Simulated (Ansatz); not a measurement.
A search over several starts for the lowest SCF solution of W2O6 at the given spin, in a small basis.

```yaml
crystal:
  periodic: [false, false, false]
  atoms:
    - {symbol: W, position_ang: [-1.263831, -0.548398, -0.428282]}
    - {symbol: W, position_ang: [1.263825, 0.548400, 0.428279]}
    - {symbol: O, position_ang: [-2.576561, 0.395488, -1.112209]}
    - {symbol: O, position_ang: [2.576552, -0.395492, 1.112208]}
    - {symbol: O, position_ang: [0.489531, -0.189783, -1.201520]}
    - {symbol: O, position_ang: [1.692944, 2.248115, 0.334629]}
    - {symbol: O, position_ang: [-1.692952, -2.248111, -0.334639]}
    - {symbol: O, position_ang: [-0.489516, 0.189794, 1.201523]}
basis:
  gaussian: {orbitals: def2-SVP, initial_orbitals: start.molden}
magnetization: {spin_polarized: true, initial_magnetization: 2}
hamiltonian: {xc: pbe, dispersion: d4}
output: {orbitals: {seedname: orbitals}}
```

The file start.molden holds the orbitals of an earlier run on this structure, at another level or in another basis.

```sh
$ ansatz run in.yaml --threads 4 --pin off --events-out ev --progress --plain --max-ram 8704MiB
```

It prints (some lines left out):

```
Functional definition: PBE
1472 factors; their error is unknown
mean field evaluation 1: about -15921.3340 eV, gradient 1.5e-1 eV
mean field evaluation 2: about -15921.2487 eV, gradient 9.4e-4 eV
mean field evaluation 4: about -15921.2487 eV, gradient 1.6e-5 eV
mean field evaluation 8: about -15912.4611 eV, gradient 4.8e1 eV
mean field evaluation 16: about -15920.2809 eV, gradient 1.1e1 eV
mean field evaluation 32: about -15921.2256 eV, gradient 1.4e-5 eV
mean field evaluation 64: about -15920.7612 eV, gradient 7.2e-1 eV
mean field evaluation 96: about -15918.4278 eV, gradient 6.9e0 eV
mean field evaluation 128: about -15921.2259 eV, gradient 1.7e-3 eV
mean field -15921.24871865 eV, -585.0950986006 hartree, gradient 8.0e-6 eV, S^2 2.007599; 13 other end points of the search recorded, 0 dependent functions left out
reference -15921.24879397 eV, -585.0951013684 hartree; 39, 37 occupied and 109, 111 virtual orbitals, 1472 factors
Total energy: -15921.56104882 eV, -585.1065765225 hartree
```

Hardware: 4 threads of Intel Xeon 6975P-C on a shared host. Wall time 20 s.

Other converged states that the search met: 0.02 eV higher (⟨S²⟩ = 2.01), 0.53 eV higher (⟨S²⟩ = 2.00).

In the def2 sets W takes a core potential; there is no spin–orbit coupling. The gap within one spin of the charge 0 triplet nearly closes, so an electron or hole may be smeared out by delocalisation error. At PBE0-D4/def2-TZVP a singlet of charge 0 lies 2.93 eV below the triplet, each at its own geometry. The structure comes from a short search, and lower isomers may exist.
